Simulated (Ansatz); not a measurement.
Species: CH4BS2 (charge 0, doublet). It need not be the lowest isomer of its formula. 
Structure (B3LYP-D3(BJ)/def2-TZVP (Ansatz, a program for electronic structure) minimum search):
```xyz
8

C     -1.6203    -0.9104     0.2248
B     -0.2745    -0.1046     0.0302
S     -0.3437     1.6437    -0.2453
S      1.3457    -0.9223     0.0810
H     -1.6943    -1.6874    -0.5409
H     -2.5172    -0.2941     0.1705
H     -1.6089    -1.4102     1.1972
H      0.8835    -2.1654     0.3020
```
Charge 0, spin multiplicity 2.

Total electronic energies in hartree. Valence correlation only, unless marked. UHF or UKS for open shells. Spin-orbit coupling is left out. Non-relativistic unless marked X2C. CBS marks a two-point X^-3 extrapolation of the correlation energy; Hartree-Fock from the larger set. [CCSD(T)-MP2]/basis is that difference in the basis named.

| level | program | energy (Eh) |
|---|---|---|
| HF/STO-3G | Ansatz | -850.51799 |
| RI-HF/cc-pV(T+d)Z | Ansatz | -860.05239 |
| SVWN5/def2-TZVPD | Ansatz | -858.42570 |
| PBE-D3(BJ)/def2-TZVPD | Ansatz + dftd3 | -861.39081 |
| PBE-D4/def2-TZVPD | Ansatz + dftd4 | -861.39067 |
| BLYP-D3(BJ)/def2-TZVPD | Ansatz + dftd3 | -861.79954 |
| revPBE/def2-TZVPD | Ansatz | -861.66250 |
| B97M-V/def2-TZVPD | Ansatz | -861.63644 |
| PBE0/STO-3G | Ansatz | -851.85107 |
| PBE0/def2-SVP | Ansatz | -861.12131 |
| RPA@PBE/cc-pV(T+d)Z | Ansatz | -861.05132 |
| MP2/CBS(cc-pV(T+d)Z,cc-pV(Q+d)Z) | Ansatz | -860.7386 |
| RI-MP2/aug-cc-pV(T+d)Z | Ansatz | -860.66098 |
| SCS-MP2/6-31G* | Ansatz | -860.37729 |
| SCS-MP2/cc-pV(D+d)Z | Ansatz | -860.47296 |
| SCS-MP2/cc-pVTZ | Ansatz | -860.64536 |
| CCSD/aug-cc-pV(D+d)Z | Ansatz | -860.56592 |
| CCSD(T)/cc-pV(D+d)Z | Ansatz | -860.55140 |
| CCSD(T)/aug-cc-pV(T+d)Z | Ansatz | -860.74615 |
| CCSD(T)/aug-cc-pV(Q+d)Z | Ansatz | -860.79061 |
| X2C-CCSD(T)/cc-pVTZ-DK | Ansatz | -862.91174 |
| RI-MP2/CBS(cc-pV(T+d)Z,cc-pV(Q+d)Z)+[CCSD(T)-MP2]/cc-pV(Q+d)Z | Ansatz | -860.8193 |
| CCSD(T)/CBS(aug-cc-pV(T+d)Z,aug-cc-pV(Q+d)Z) | Ansatz | -860.8160 |

Totals of different functionals don't rank their quality; only differences between species are comparable.
